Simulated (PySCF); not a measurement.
Level of theory: B3LYP-D3(BJ)/def2-TZVP (PySCF). Gas-phase values, no solvent. One relaxed conformer stands for a flexible species; it need not be the lowest. B3LYP has the VWN-RPA correlation part, as in Gaussian. Delta-SCF ions had no search for a lower state. 

Reference species (SMILES): `C(/BN)=N/[H]` (N–C–B–N torsion -180°, C–B–N–H torsion 0°) (neutral, multiplicity 1).

```json
{
 "S1 oscillator strength": "0.001",
 "HOMO": "-6.92 eV",
 "LUMO": "-1.52 eV",
 "vertical ionisation energy (Delta-SCF)": "9.57 eV"
}
```

Changed species: `[H]/N=C(\B)N` (H–B–C–N torsion -122°, N–C–N–H torsion 7°).

Problem. Predict the effect on the S1 oscillator strength, HOMO, LUMO and vertical ionisation energy (Delta-SCF).

Solution. the S1 oscillator strength stays essentially unchanged; the HOMO decreases by 0.03 eV, to -6.95 eV; the LUMO decreases by 0.67 eV, to -2.19 eV; the vertical ionisation energy (Delta-SCF) falls by 0.19 eV, to 9.38 eV.
